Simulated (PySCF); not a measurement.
C₅H₁₅NSi (SMILES CC[Si](C)(N)CC), singlet, geometry from GFN2-xTB, atoms displaced at random by about 0.03 Å a coordinate; PBE0/STO-3G, gradient in PySCF.

Here is a job for PySCF.
```python
from pyscf import gto, scf, dft

mol = gto.Mole()
mol.atom = '''
    C     1.564329   -1.807155   -0.828653
    C     0.830553   -0.585679   -1.296882
    Si    0.131015    0.482721    0.092174
    C    -0.918462    1.964472   -0.831806
    N     1.455750    1.055018    1.003835
    C    -1.024148   -0.407146    1.250747
    C    -2.162337   -1.116996    0.544333
    H     1.974585   -2.377792   -1.591678
    H     0.932679   -2.505701   -0.179697
    H     2.363073   -1.511100   -0.107020
    H     1.561073   -0.019439   -1.963522
    H     0.122309   -0.935867   -1.941411
    H    -1.667897    1.508312   -1.379584
    H    -1.304524    2.579375   -0.062886
    H    -0.227950    2.563186   -1.450148
    H     1.253363    1.509982    1.900022
    H     2.262282    1.491144    0.516339
    H    -1.396663    0.279014    2.000727
    H    -0.407090   -1.183343    1.811861
    H    -2.770117   -0.401375    0.091145
    H    -2.831416   -1.684602    1.276498
    H    -1.851902   -1.857325   -0.167031
'''
mol.basis = 'sto-3g'
mol.charge = 0
mol.spin = 0
mol.verbose = 3
mol.build()

mf = dft.RKS(mol)
mf.xc = 'pbe0'
mf.grids.level = 1
mf.kernel()
g = mf.nuc_grad_method()
g.grid_response = False
grad = g.kernel()
```

The log (banner, timings and long lists left out):

```
converged SCF energy = -537.003786123975
--------------- RKS gradients ---------------
         x                y                z
0 C     0.0075844262     0.0090783557    -0.1041965581
1 C    -0.0576831292    -0.0421270744    -0.0120396890
2 Si     0.0281179888    -0.0405435866     0.0499216087
3 C    -0.0914737261     0.0328203733    -0.0392772424
4 N    -0.0144181509     0.0034860751    -0.0004506097
5 C    -0.0392617464     0.0354742791    -0.0170431569
6 C     0.0192175961     0.0391394077    -0.0556351742
7 H    -0.0230705891     0.0284282813     0.0433037800
8 H    -0.0091954960    -0.0193282500     0.0247292130
9 H     0.0020186897     0.0038637652     0.0151373749
10 H     0.0210215090     0.0060358649    -0.0218581487
11 H     0.0620824732     0.0157213323     0.0460605562
12 H     0.0406750168     0.0163661947     0.0328156670
13 H     0.0173719430    -0.0202478765    -0.0182046579
14 H     0.0099938124     0.0064786331    -0.0003971508
15 H    -0.0039909698    -0.0069431487    -0.0043054231
16 H     0.0070004207    -0.0005835861    -0.0064985471
17 H     0.0070844090    -0.0073604463    -0.0069822189
18 H     0.0157210900    -0.0207274767     0.0122419505
19 H     0.0316396184    -0.0304458155     0.0289131562
20 H    -0.0194454838    -0.0175148400     0.0165441306
21 H    -0.0110959264     0.0089050267     0.0172387164
----------------------------------------------
```
